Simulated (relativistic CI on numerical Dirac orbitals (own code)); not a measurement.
**Ag3+: 3p photoemission**

Computed with this model: Dirac-Coulomb-Breit CI, KLI orbitals optimised for each configuration, model QED (radiative potential, 1s self-energy scaled to tabulated hydrogen-like ionisation energies), multiplet model of photoemission in the sudden approximation, unscaled Slater integrals; configurations [Kr] 4d8 → [Ne] 3s2 3p5 3d10 4s2 4p6 4d8; 80 K; Lorentzian 2 eV and Gaussian 0.6 eV FWHM. Energies are those of the free ion, without screening or charge transfer. The energies are binding energies and can lie tens of eV above those of solids. S is read from ⟨S²⟩ = S(S + 1).

Field parameters in Wybourne normalisation: D3d B²₀ = −7Dσ, B⁴₀ = −14Dq − 21Dτ, B⁴₃ = −14√(10/7) Dq. The field is a parameter set, without covalency.

free ion: ground-state S = 1.00, centroid 635.82 eV. Peaks (eV, height): 625.2 (100), 656.8 (55).

D3d, 10Dq = 36050, Dσ = -500, Dτ = 460 cm⁻¹: ground-state S = 1.00, centroid 635.89 eV. Peaks (eV, height): 625.4 (100), 656.8 (53).

Strongest unbroadened transitions for free ion:

| Energy (eV) | Relative strength |
| --- | --- |
| 625.02 | 100.0 |
| 625.03 | 71.6 |
| 625.19 | 55.9 |
| 625.42 | 25.5 |
| 625.53 | 3.5 |
| 625.87 | 5.9 |
| 625.98 | 21.3 |
| 626.68 | 0.4 |
| 627.09 | 1.4 |
| 627.70 | 1.5 |
| 627.71 | 5.4 |
| 627.79 | 6.0 |
| 628.67 | 0.2 |
| 628.84 | 1.6 |
| 656.71 | 64.5 |
| 656.86 | 83.2 |
| 657.22 | 2.1 |
| 659.88 | 0.1 |
